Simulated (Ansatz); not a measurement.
A run of Ansatz (development build ahead of 0.2.0) on sextet VB₂ at this shape:

```xyz
3

V     0.0000    0.0000    0.0000
B     0.0000    2.1804    0.0000
B     0.0000   -2.1804    0.0000
```

Its results:

- Converged: yes
- Total energy: -993.30502 hartree
- Spin squared of the determinant: 9.488
- Stability test: minimum

Problem. Which input gives this output? Name the method, the orbitals and the basis set, and write the input.

Solution. r²SCAN (unrestricted) in pcseg-2.

```yaml
crystal:
  periodic: [false, false, false]
  atoms:
    - { symbol: V, position_ang: [0.0, 0.0, 0.0] }
    - { symbol: B, position_ang: [0.0, 2.1804, 0.0] }
    - { symbol: B, position_ang: [0.0, -2.1804, 0.0] }
basis:
  gaussian: { orbitals: pcseg-2 }
magnetization:
  spin_polarized: true
  initial_magnetization: 5
hamiltonian:
  xc: r2scan
```

Caution: other spin multiplicities were not run; the unrestricted determinant is spin contaminated.
